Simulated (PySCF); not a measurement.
CH6AlN2, C2H7AlN, CH3AlClO, CH5OSi2 and others (calculated)

All values are calculated (PySCF 2.14.0). Calculation on a computer-drawn molecule: optimised geometry and harmonic frequencies of an isolated molecule of the commonest isotopes, restricted reference for singlets and unrestricted otherwise, frozen core in MP2.

(1) CH6AlN2

Start structure:
```xyz
10
CH6AlN2
C     -0.2426    -1.4983    -0.2424
Al    -0.7412    -0.1005    -1.5742
N     -2.3288    -0.0374    -2.2631
N      0.5505     1.0368    -2.1998
H     -0.8932    -2.2500     0.1524
H      0.7278    -1.5825     0.1966
H     -2.6026     0.5942    -2.9945
H     -3.1094    -0.7129    -2.0225
H      0.3711     1.7269    -2.8201
H      1.4426     1.0785    -1.8815
```

- charge: 0
- multiplicity: 2
- method: HF
- basis: cc-pV(D+d)Z
- rotational constants: 5.995, 5.755, 2.936 GHz
- total energy: -392.2328 hartree
- spin squared: 0.7589
- convergence status largest gradient component: 2.757e-05 hartree/bohr

Drawn bonds:
```csv
atom,other atom,order
1,2,1
2,3,1
2,4,1
1,5,1
1,6,1
3,7,1
3,8,1
4,9,1
4,10,1
```

Optimised structure:
```xyz
10
CH6AlN2
C     -0.2393    -1.4640    -0.2698
Al    -0.6952    -0.1379    -1.6013
N     -2.3310    -0.0724    -2.2710
N      0.5203     1.0193    -2.1599
H     -0.9341    -2.2104     0.1157
H      0.7446    -1.5587     0.1898
H     -2.6597     0.5747    -2.9620
H     -3.0789    -0.6872    -2.0116
H      0.3791     1.7391    -2.8427
H      1.4683     1.0523    -1.8362
```

Modes:
```csv
frequency (cm⁻¹),reduced mass (dalton)
154.5,1.015
189.1,2.489
213.9,2.583
267.7,1.023
271,4.149
364.8,1.239
371.2,1.013
401.7,1.304
595.6,1.161
610,1.348
637.2,4.311
705.3,1.428
712.8,1.628
853,4.154
907.9,6.061
1487,1.125
1673,1.115
1683,1.106
3231,1.056
3308,1.109
3782,1.052
3783,1.052
3862,1.093
3863,1.093
```

(2) C2H7AlN

Start structure:
```xyz
11
C2H7AlN
C     -0.1744    -0.4220    -0.6881
N     -1.3361    -0.1724     0.2185
Al     0.0305     0.1050     1.3713
C      0.4268     1.8659     2.2397
H      0.2730    -1.3872    -0.5546
H     -0.2451    -0.0099    -1.6936
H     -2.0019     0.3840    -0.2736
H      0.5523    -1.2290     2.0638
H      1.1087     1.8130     3.0367
H      0.7776     2.6255     1.4659
H     -0.4571     2.3307     2.6267
```

* charge: 0
* multiplicity: 2
* method: HF
* basis: cc-pV(D+d)Z
* rotational constants: 21.12, 2.726, 2.453 GHz
* total energy: -376.1770 hartree
* spin squared: 0.7605
* convergence status largest gradient component: 1.587e-05 hartree/bohr

Drawn bonds:
```csv
atom,other atom,order
1,2,1
2,3,1
3,4,1
1,5,1
1,6,1
2,7,1
3,8,1
4,9,1
4,10,1
4,11,1
```

Optimised structure:
```xyz
11
C2H7AlN
C     -0.4594    -0.8617    -1.0525
N     -0.3850     0.2228    -0.1717
Al     0.1829     0.2631     1.5205
C      0.2499     1.9762     2.4733
H     -0.2810    -1.8475    -0.6410
H     -1.1064    -0.7809    -1.9179
H     -0.6609     1.0804    -0.6142
H      0.6045    -1.1144     2.1700
H      1.2712     2.1987     2.8048
H     -0.0907     2.8197     1.8647
H     -0.3708     1.9473     3.3767
```

Modes:
```csv
frequency (cm⁻¹),reduced mass (dalton)
69.68,1.114
138.3,2.479
148.9,2.808
246.3,1.182
303,2.983
471.4,1.193
582.5,1.745
615.2,1.312
648.4,1.131
689.3,1.995
714.7,1.334
733.8,2.341
822.8,1.684
1144,1.151
1285,3.65
1336,1.239
1510,1.325
1545,1.054
1545,1.054
1593,1.22
1990,1.042
3145,1.036
3212,1.098
3230,1.1
3269,1.049
3384,1.122
3787,1.074
```

(3) CH3AlClO

Start structure:
```xyz
7
CH3AlClO
C      0.2136     0.3160     0.1912
O      1.4133     0.3169     0.6843
Al     3.0699     0.5501     1.2222
Cl     3.7437    -0.4903     2.7817
H     -0.0166     0.9842    -0.6832
H     -0.5539    -0.2757     0.5959
H      3.8478     1.4466     0.4355
```

- charge: 0
- multiplicity: 2
- method: HF
- basis: cc-pV(D+d)Z
- rotational constants: 10.45, 2.424, 1.969 GHz
- total energy: -815.9819 hartree
- spin squared: 0.7598
- convergence status largest gradient component: 1.605e-05 hartree/bohr

Drawn bonds:
```csv
atom,other atom,order
1,2,1
2,3,1
3,4,1
1,5,1
1,6,1
3,7,1
```

Optimised structure:
```xyz
7
CH3AlClO
C      0.2996     0.2177     0.1402
O      1.5388     0.7475     0.2350
Al     2.9939     0.6348     1.0569
Cl     3.1470    -0.6855     2.6927
H     -0.3800     0.7473    -0.5152
H     -0.0852    -0.3202     1.0001
H      4.2037     1.5062     0.6178
```

Modes:
```csv
frequency (cm⁻¹),reduced mass (dalton)
91.32,2.285
101.5,1.353
167.4,3.954
273.7,8.225
507.5,1.282
516.8,13.97
683.7,1.182
690.1,1.284
771.8,5.307
1253,1.262
1381,7.371
1585,1.126
2095,1.044
3259,1.045
3393,1.124
```

(4) CH3AlClO

Start structure:
```xyz
7
CH3AlClO
C      0.2996     0.2177     0.1402
O      1.5388     0.7475     0.2350
Al     2.9939     0.6348     1.0569
Cl     3.1470    -0.6855     2.6927
H     -0.3800     0.7473    -0.5152
H     -0.0852    -0.3202     1.0001
H      4.2037     1.5062     0.6178
```

- charge: 0
- multiplicity: 2
- method: MP2
- basis: cc-pV(D+d)Z
- rotational constants: 9.881, 2.502, 1.998 GHz
- total energy: -816.4771 hartree
- spin squared: 0.7606
- convergence status largest gradient component: 8.713e-06 hartree/bohr

Drawn bonds:
```csv
atom,other atom,order
1,2,1
2,3,1
3,4,1
1,5,1
1,6,1
3,7,1
```

Optimised structure:
```xyz
7
CH3AlClO
C      0.3211     0.2279     0.1530
O      1.5486     0.8245     0.1510
Al     2.9906     0.6402     1.0504
Cl     3.0343    -0.6881     2.6810
H     -0.4322     0.7146    -0.4704
H      0.0262    -0.3552     1.0319
H      4.2292     1.4838     0.6305
```

Modes:
```csv
frequency (cm⁻¹),reduced mass (dalton)
95.94,3.929
126.1,1.246
175.7,2.848
272,7.287
481.3,1.255
517.4,11.68
582.1,1.3
650.5,1.16
745.1,6.078
1185,1.285
1298,6.527
1507,1.129
2064,1.044
3173,1.045
3321,1.125
```

(5) CH5OSi2

Start structure:
```xyz
9
CH5OSi2
C     -0.4370    -0.4122     1.0374
Si    -1.9557    -0.2941    -0.0883
Si    -1.8278     1.6722    -1.2940
O     -1.4424     1.6574    -2.7174
H     -0.4499     0.0559     2.0427
H      0.3883    -0.7501     0.7195
H     -3.1953    -0.2356     0.6692
H     -2.1003    -1.4566    -0.9618
H     -2.0383     2.8191    -0.4879
```

* charge: 0
* multiplicity: 2
* method: HF
* basis: cc-pV(D+d)Z
* rotational constants: 11.44, 2.054, 1.95 GHz
* total energy: -693.4647 hartree
* spin squared: 0.7634
* convergence status largest gradient component: 6.568e-06 hartree/bohr

Drawn bonds:
```csv
atom,other atom,order
1,2,1
2,3,1
3,4,2
1,5,1
1,6,1
2,7,1
2,8,1
3,9,1
```

Optimised structure:
```xyz
9
CH5OSi2
C     -0.5033    -0.4020     1.0952
Si    -1.9438    -0.3245    -0.0723
Si    -1.8212     1.6765    -1.3426
O     -1.7116     1.7384    -2.8401
H     -0.5335     0.0344     2.0893
H      0.4534    -0.8290     0.8082
H     -3.2124    -0.2735     0.6936
H     -1.9481    -1.4679    -1.0062
H     -1.8378     2.9036    -0.5057
```

Modes:
```csv
frequency (cm⁻¹),reduced mass (dalton)
24.45,3.704
127.1,1.113
148.3,2.674
203.9,4.406
406.5,2.755
487.6,1.512
540.3,1.231
574.1,1.483
658.1,1.167
767.9,4.609
835.1,1.15
906.3,1.244
932.9,1.134
1003,1.06
1307,16.71
1488,1.131
2284,1.043
2304,1.04
2339,1.042
3268,1.053
3368,1.114
```

(6) C2H6FSi

Start structure:
```xyz
10
C2H6FSi
C     -1.0410    -0.9514     0.4076
Si     0.3138    -0.8527    -0.8518
C      0.8613     0.9134    -1.3166
F     -0.3480    -1.5819    -2.1866
H     -1.9977    -1.3991     0.2579
H     -0.9932    -0.3801     1.3353
H      1.3719    -1.7421    -0.5166
H      0.0623     1.5082    -1.6988
H      1.2519     1.4465    -0.4211
H      1.6343     0.8231    -2.0755
```

* charge: 0
* multiplicity: 2
* method: HF
* basis: cc-pV(D+d)Z
* rotational constants: 6.294, 5.684, 3.496 GHz
* total energy: -467.6522 hartree
* spin squared: 0.7595
* convergence status largest gradient component: 1.022e-05 hartree/bohr

Drawn bonds:
```csv
atom,other atom,order
1,2,1
2,3,1
2,4,1
1,5,1
1,6,1
2,7,1
3,8,1
3,9,1
3,10,1
```

Optimised structure:
```xyz
10
C2H6FSi
C     -1.0564    -0.8705     0.3883
Si     0.2377    -0.8577    -0.9290
C      0.8971     0.8534    -1.2496
F     -0.4113    -1.3981    -2.3162
H     -1.3130    -1.7654     0.9485
H     -1.6564     0.0020     0.6332
H      1.3135    -1.8103    -0.5927
H      0.0879     1.5393    -1.5153
H      1.3996     1.2475    -0.3614
H      1.6168     0.8437    -2.0720
```

Modes:
```csv
frequency (cm⁻¹),reduced mass (dalton)
83.47,1.035
160,1.041
223.5,2.445
266.2,3.643
303.9,3.156
589,1.432
650.8,1.082
688.3,3.093
785.1,2.115
824.3,2.026
861,2.44
896.5,1.594
963.7,1.627
978.2,1.302
1399,1.272
1499,1.141
1548,1.049
1552,1.05
2334,1.041
3168,1.036
3250,1.101
3257,1.101
3265,1.055
3358,1.113
```

(7) C2H7OSi

Start structure:
```xyz
11
C2H7OSi
C     -1.8120    -0.1969     1.3068
Si    -0.7081     1.1957     0.9354
C     -0.7174     1.6364    -0.8940
O      0.7242     0.7393     1.3971
H     -2.8158    -0.2786     1.0529
H     -1.4831    -1.0501     1.8480
H     -1.1570     2.4305     1.6720
H     -1.7379     1.8438    -1.2621
H     -0.3248     0.8130    -1.5550
H     -0.1041     2.4989    -1.1833
H      1.5441     1.2988     1.1951
```

* charge: 0
* multiplicity: 2
* method: HF
* basis: cc-pV(D+d)Z
* rotational constants: 6.316, 5.685, 3.451 GHz
* total energy: -443.6397 hartree
* spin squared: 0.7599
* convergence status largest gradient component: 2.768e-05 hartree/bohr

Drawn bonds:
```csv
atom,other atom,order
1,2,1
2,3,1
2,4,1
1,5,1
1,6,1
2,7,1
3,8,1
3,9,1
3,10,1
4,11,1
```

Optimised structure:
```xyz
11
C2H7OSi
C     -1.7913    -0.2238     1.2799
Si    -0.6680     1.1888     0.8803
C     -0.7781     1.6357    -0.9343
O      0.8571     0.7031     1.3078
H     -2.7015    -0.4325     0.7241
H     -1.6075    -0.8887     2.1194
H     -1.0203     2.3952     1.6757
H     -1.7954     1.9456    -1.1941
H     -0.5105     0.7840    -1.5659
H     -0.1074     2.4647    -1.1802
H      1.5310     1.3589     1.4003
```

Modes:
```csv
frequency (cm⁻¹),reduced mass (dalton)
79.19,1.038
171.1,1.043
187,1.209
235.8,1.945
265,3.116
308.1,2.753
547.4,1.316
678.8,2.487
703,1.299
767.8,2.024
798.8,1.262
826.5,1.803
849.8,1.445
890.2,2.776
984,1.326
1011,1.52
1393,1.27
1492,1.144
1550,1.05
1553,1.051
2264,1.04
3161,1.036
3237,1.1
3248,1.102
3264,1.055
3359,1.113
4181,1.067
```

(8) CH6NOSi

Start structure:
```xyz
10
CH6NOSi
C      3.2262    -0.6642     0.7710
Si     1.6432     0.1553     1.2269
N      0.4540    -0.3958     0.1964
O      1.6725     1.7268     1.0193
H      3.3054    -1.7746     0.5873
H      4.1812    -0.3010     0.7802
H      1.4080    -0.1283     2.6857
H      0.1299    -1.3150     0.1386
H     -0.3850     0.1907     0.1125
H      2.4451     2.2488     1.3151
```

- charge: 0
- multiplicity: 2
- method: HF
- basis: cc-pV(D+d)Z
- rotational constants: 6.419, 6.197, 3.639 GHz
- total energy: -459.6632 hartree
- spin squared: 0.7597
- convergence status largest gradient component: 7.269e-06 hartree/bohr

Drawn bonds:
```csv
atom,other atom,order
1,2,1
2,3,1
2,4,1
1,5,1
1,6,1
2,7,1
3,8,1
3,9,1
4,10,1
```

Optimised structure:
```xyz
10
CH6NOSi
C      3.2096    -0.7782     0.8323
Si     1.6524     0.1348     1.2447
N      0.3480    -0.5589     0.3862
O      1.8402     1.7370     0.8683
H      3.3102    -1.8521     0.9680
H      4.1012    -0.2840     0.4551
H      1.3367     0.0259     2.6875
H      0.4456    -0.6977    -0.6029
H     -0.5828    -0.2471     0.5955
H      2.4193     2.2631     1.3984
```

Modes:
```csv
frequency (cm⁻¹),reduced mass (dalton)
79.74,1.07
140.9,1.08
251.9,1.537
282.3,2.293
290.3,1.744
350.4,2.224
521.5,1.593
562.9,1.358
734.5,2.596
771.1,1.536
799.9,1.154
830.2,1.433
877.9,3.763
921.9,2.272
986.6,1.413
1018,1.466
1493,1.147
1697,1.113
2297,1.04
3260,1.055
3354,1.113
3763,1.051
3852,1.094
4176,1.067
```

(9) CH5N2Si

Start structure:
```xyz
9
CH5N2Si
C      1.7319     2.4682     2.4436
Si     0.3188     1.4539     1.9299
N     -0.4985     0.3021     2.5966
N     -0.0764     1.9860     0.4026
H      2.4302     2.9723     1.8458
H      2.2366     2.4421     3.5029
H     -0.4799     0.0404     3.5617
H      0.5538     2.3800    -0.2021
H     -0.8488     1.5292    -0.0613
```

- charge: 0
- multiplicity: 2
- method: HF
- basis: cc-pV(D+d)Z
- rotational constants: 7.428, 6.678, 3.517 GHz
- total energy: -438.5926 hartree
- spin squared: 0.7711
- convergence status largest gradient component: 2.358e-05 hartree/bohr

Drawn bonds:
```csv
atom,other atom,order
1,2,1
2,3,2
2,4,1
1,5,1
1,6,1
3,7,1
4,8,1
4,9,1
```

Optimised structure:
```xyz
9
CH5N2Si
C      1.8025     2.3871     2.4822
Si     0.3282     1.4520     1.9205
N     -0.5571     0.4006     2.6804
N     -0.0291     1.8730     0.3347
H      2.3398     3.0971     1.8599
H      2.2021     2.2610     3.4834
H     -0.4013     0.1042     3.6239
H      0.4859     2.5315    -0.2120
H     -0.8033     1.4677    -0.1533
```

Modes:
```csv
frequency (cm⁻¹),reduced mass (dalton)
178.1,1.017
243.1,1.19
257.3,2.423
313.1,2.761
331.2,5.911
420.5,1.105
584.2,1.101
606,1.271
617.7,1.313
739.4,2.585
785.3,1.691
889.1,1.481
947.4,5.47
1251,6.889
1497,1.144
1675,1.133
3272,1.055
3372,1.114
3807,1.05
3856,1.079
3915,1.098
```

(10) CH5AlF

Start structure:
```xyz
8
CH5AlF
C     -1.0569    -1.5274    -0.4323
Al    -0.1629    -1.4047     1.4417
F      1.3119    -2.2550     1.3690
H     -1.3611    -2.5110    -0.7827
H     -2.0362    -0.9071    -0.4767
H     -0.4604    -1.0386    -1.2642
H     -1.1723    -2.1358     2.4756
H      0.0211     0.1120     1.7868
```

- charge: -1
- multiplicity: 1
- method: HF
- basis: aug-cc-pV(D+d)Z
- rotational constants: 17.09, 5.816, 4.769 GHz
- total energy: -382.2577 hartree
- convergence status largest gradient component: 2.393e-05 hartree/bohr

Drawn bonds:
```csv
atom,other atom,order
1,2,1
2,3,1
1,4,1
1,5,1
1,6,1
2,7,1
2,8,1
```

Optimised structure:
```xyz
8
CH5AlF
C     -1.0832    -1.4902    -0.4480
Al    -0.2245    -1.4114     1.3844
F      1.2608    -2.2634     1.3158
H     -1.2798    -2.5239    -0.7659
H     -2.0464    -0.9597    -0.4728
H     -0.4471    -1.0334    -1.2193
H     -1.1847    -2.1304     2.5092
H      0.0880     0.1448     1.8139
```

Modes:
```csv
frequency (cm⁻¹),reduced mass (dalton)
131.3,1.081
198,3.45
409.9,1.072
550.8,2.98
603.5,1.157
639.4,1.465
685.2,5.212
758.5,1.328
821.3,1.223
835.7,1.152
1270,1.245
1535,1.058
1537,1.058
1659,1.049
1732,1.024
3081,1.034
3134,1.098
3139,1.099
```
